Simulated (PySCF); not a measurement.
Spin states of ZnH

Unrestricted PBE0; PySCF, spin-free X2C with a Gaussian nucleus, basis sets Zn x2c-TZVPPall, H x2c-TZVPPall. Outer shells of the fragments: Zn 3d10 4s2; H 1s1.

Followed along the bond (rough minima from three points):

```csv
2Ms+1,unpaired,⟨S²⟩ at the start,R at minimum (Å),Te (eV)
2,σ ↑,0.76,1.61,0.00
4,"σ ↑↑, π ↑",3.75,none in the scan,≤ 5.90
```

Solutions found at the starting distance of 1.510 Å, counted from the lowest of them; the search is not exhaustive and high or unbound solutions are not listed, so other states can lie among these:

| 2Ms+1 | unpaired | term | E (eV) | ⟨S²⟩ | ⟨Lz²⟩ | μ (D) |
| --- | --- | --- | --- | --- | --- | --- |
| 2 | σ ↑ | ²Σ⁺ | 0.00 | 0.76 | 0.00 | -0.45 |
| 2 | π ↑ | ²Π | 3.32 | 0.78 | 1.00 | -1.65 |
| 4 | σ ↑↑, π ↑ | ⁴Π | 6.37 | 3.75 | 1.01 | 1.56 |

A term symbol is given only where ⟨S²⟩ and ⟨Lz²⟩ are close to those of a pure state; real π, δ and φ orbitals otherwise mix terms. A positive dipole means Zn(−)H(+).

Counting both spins, an empty level lies below a filled one in some of these solutions, because spin and occupation are held.
